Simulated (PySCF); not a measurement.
## Electron correlation in Ta⁵⁵⁺ (tantalum, charge +55)

[Ar], closed-shell 1S. Computed with PySCF 2.14 in an even-tempered Gaussian basis (17 s from 14 bohr⁻², ratio 2.5; 12 p from 18 bohr⁻², ratio 2.5; 4 d from 76 bohr⁻², ratio 2.7; 4 f from 110 bohr⁻², ratio 2.7), with scalar relativity by spin-free X2C-1e. Frozen: 1s2; 16 electrons correlated; the 20 highest virtual orbitals of each spin left out.

| level | correlation energy (mhartree) |
| --- | --- |
| CCSD | -701.97 |
| (T) | -0.74 |
| CCSD(T) | -702.71 |

Diagnostics: T1 = 0.00017, D1 = 0.0004, largest double amplitude 0.012.

**Question.** Is a single reference adequate?

**Answer.** Yes, within this model without spin-orbit coupling: T1 lies below 0.03 and no double amplitude reaches 0.07.

At this charge the one-electron X2C treatment keeps the bare 1/r₁₂, with no two-electron picture change or Breit term. The effect here is smaller than on the frozen 1s shell; and a scalar Hamiltonian misses the large spin-orbit splitting of the p shells, which matters for ns² → np² pairs.
